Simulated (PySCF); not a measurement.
**`CC1=CC[C@@H](C)[Si@H]1O`, C₆H₁₂OSi**

Molfile (atoms numbered from 1):
```
C6H12OSi
     RDKit          3D

 20 20  0  0  0  0  0  0  0  0999 V2000
    2.9213    0.1255   -0.0465 C   0  0  0  0  0  0  0  0  0  0  0  0
    1.4446    0.1570    0.1610 C   0  0  0  0  0  0  0  0  0  0  0  0
    0.8041    1.0592    0.9003 C   0  0  0  0  0  0  0  0  0  0  0  0
   -0.6896    1.0018    1.0003 C   0  0  0  0  0  0  0  0  0  0  0  0
   -1.2096   -0.3489    0.4735 C   0  0  1  0  0  0  0  0  0  0  0  0
   -2.5469   -0.2063   -0.2428 C   0  0  0  0  0  0  0  0  0  0  0  0
    0.2209   -1.0561   -0.5816 Si  0  0  1  0  0  4  0  0  0  0  0  0
    0.1245   -0.7712   -2.1857 O   0  0  0  0  0  0  0  0  0  0  0  0
    3.1444    0.2114   -1.1088 H   0  0  0  0  0  0  0  0  0  0  0  0
    3.4162    0.9358    0.4864 H   0  0  0  0  0  0  0  0  0  0  0  0
    3.3279   -0.8247    0.2981 H   0  0  0  0  0  0  0  0  0  0  0  0
    1.3098    1.8654    1.4178 H   0  0  0  0  0  0  0  0  0  0  0  0
   -1.1050    1.8158    0.3966 H   0  0  0  0  0  0  0  0  0  0  0  0
   -1.0097    1.1795    2.0308 H   0  0  0  0  0  0  0  0  0  0  0  0
   -1.3650   -1.0025    1.3360 H   0  0  0  0  0  0  0  0  0  0  0  0
   -3.2912    0.2555    0.4059 H   0  0  0  0  0  0  0  0  0  0  0  0
   -2.9231   -1.1819   -0.5474 H   0  0  0  0  0  0  0  0  0  0  0  0
   -2.4417    0.4121   -1.1326 H   0  0  0  0  0  0  0  0  0  0  0  0
    0.4472   -2.4865   -0.3511 H   0  0  0  0  0  0  0  0  0  0  0  0
   -0.5843   -1.1301   -2.7132 H   0  0  0  0  0  0  0  0  0  0  0  0
  1  2  1  0
  2  3  2  0
  3  4  1  0
  4  5  1  0
  5  6  1  0
  5  7  1  0
  7  8  1  0
  7  2  1  0
  1  9  1  0
  1 10  1  0
  1 11  1  0
  3 12  1  0
  4 13  1  0
  4 14  1  0
  5 15  1  1
  6 16  1  0
  6 17  1  0
  6 18  1  0
  7 19  1  6
  8 20  1  0
M  END
```

Level of theory: TDDFT B3LYP/def2-SVPD circular dichroism and optical rotation, one conformer, gas phase (PySCF 2.14.0). Geometry: GFN2-xTB.

The molecule is flexible and this is one conformer; a measurement averages over conformers. States above about 6.8 eV (minus the energy of the highest occupied orbital) lie near or above the ionisation threshold and depend on the basis.

**Question.** Draw the ECD and absorption spectra from the lowest 8 states, each a Gaussian of half-width 0.25 eV at 1/e height.

**Answer.** 
| E (eV) | λ (nm) | Δε (L mol⁻¹ cm⁻¹) | ε (L mol⁻¹ cm⁻¹) |
| --- | --- | --- | --- |
| 5.30 | 234 | +0.14 | 38.3 |
| 5.40 | 230 | +0.59 | 166 |
| 5.50 | 225 | +1.84 | 529 |
| 5.60 | 221 | +4.20 | 1260 |
| 5.70 | 217 | +7.09 | 2290 |
| 5.80 | 214 | +8.95 | 3200 |
| 5.90 | 210 | +8.57 | 3520 |
| 6.00 | 207 | +6.27 | 3060 |
| 6.10 | 203 | +3.19 | 2130 |
| 6.20 | 200 | -0.15 | 1250 |
| 6.30 | 197 | -4.13 | 834 |
| 6.40 | 194 | -9.13 | 920 |
| 6.50 | 191 | -14.43 | 1330 |
| 6.60 | 188 | -17.82 | 1980 |
| 6.70 | 185 | -15.44 | 3000 |
| 6.80 | 182 | -3.81 | 4550 |
| 6.90 | 180 | +14.57 | 6360 |

Δε uses R in velocity form, ε uses f in length form. Only the states computed contribute, so the short-wavelength end is incomplete.
